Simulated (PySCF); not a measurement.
Compound: methyl thiophene-2-carboxylate, C6H6O2S.
Cartesian coordinates in Å at the GFN2-xTB level; atoms count from 1:
```
atom  x, y, z in Å
C1     3.0719    0.3174    0.3550
O2     1.6656    0.5027    0.3870
C3     0.9048   -0.4388   -0.1976
O4     1.3370   -1.4294   -0.7354
C5    -0.5121   -0.1100   -0.0924
C6    -1.5664   -0.8458   -0.5686
C7    -2.8076   -0.2443   -0.3013
C8    -2.6785    0.9342    0.3705
S9    -1.0449    1.3366    0.6923
H10    3.5020    0.9566   -0.4181
H11    3.3046   -0.7269    0.1380
H12    3.4609    0.6034    1.3306
H13   -1.4322   -1.7778   -1.0866
H14   -3.7528   -0.6649   -0.5931
H15   -3.4568    1.5951    0.6978
```

Method: TDDFT wB97X-D/def2-SVPD, vertical, gas phase, core orbitals frozen in the response (PySCF 2.14.0, density-fitted response routines).

Ground-to-excited transition dipoles (e·a0, same axes as the geometry; the sign carries no meaning), for the states with f of 0.002 or more among the lowest 8:

| state | E (hartree) | μx | μy | μz |
| --- | --- | --- | --- | --- |
| S1 | 0.1877 | -1.212 | 0.562 | 0.254 |
| S3 | 0.1983 | -0.748 | -0.420 | -0.280 |
| S4 | 0.2453 | -0.008 | -0.057 | 0.109 |
| S6 | 0.2557 | 0.204 | 0.384 | 0.211 |
| S8 | 0.2638 | 0.004 | -0.055 | 0.102 |

(1) What oscillator strength does each state have?

(2) Which bond between heavy atoms lies closest to the direction of the S1 transition dipole?

(3) What angle do the transition dipoles of S1 and S3 make?

(4) How is the summed strength of these states shared among x, y and z?

(5) What peak molar absorption coefficient would the strongest computed level give as a lone Gaussian band 0.5 eV wide at half height?

## Answers

(1) f = (2/3) ΔE |μ|² with ΔE in hartree (27.2114 eV).

| state | \|μ\|² (au) | \|μ\| (D) | f |
| --- | --- | --- | --- |
| S1 | 1.849 | 3.46 | 0.231 |
| S3 | 0.814 | 2.29 | 0.108 |
| S4 | 0.015 | 0.31 | 0.002 |
| S6 | 0.234 | 1.23 | 0.040 |
| S8 | 0.013 | 0.30 | 0.002 |

(2) C6–C7, at 1° from it; next C3–C5 at 13°.

(3) |cos θ| = |μa·μb| / (|μa| |μb|) = 0.49, so θ ≈ 61° (taken between 0 and 90°, since the signs are arbitrary).

(4) (2/3) Σ ΔE μα² gives 0.265 for x, 0.089 for y and 0.030 for z, 0.384 in all.

(5) ε(max) = 2.175×10⁸ f / FWHM, with the width in cm⁻¹. S1: 2.175×10⁸ × 0.2314 / 4033 ≈ 12000 L mol⁻¹ cm⁻¹.

One conformer stands for the species.
